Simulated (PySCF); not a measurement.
Ligands exchanged one at a time, B Cl-NH2. Isolated molecules, 0 K electronic values unless said otherwise. Strings in code marks are SMILES.

Quantity: vertical ionisation energy (energy after one electron is removed minus that of the parent at the parent's geometry), in eV.

Case: `NB(Cl)Cl`. Geometry of `ClB(N)Cl` (neutral, multiplicity 1, Å):

```xyz
6

N     -0.7740    -0.2307     0.0183
B      0.5495     0.1637    -0.0134
Cl     0.9695     1.8423    -0.3528
Cl     1.8338    -1.0068     0.2865
H     -1.0484    -1.1788     0.2090
H     -1.5305     0.4103    -0.1476
```

Estimate the vertical ionisation energy (energy after one electron is removed minus that of the parent at the parent's geometry) that TPSSh-D3(BJ)/def2-TZVP // CAM-B3LYP-D3(BJ)/def2-TZVP (PySCF) returns for this input.

10.54 eV.
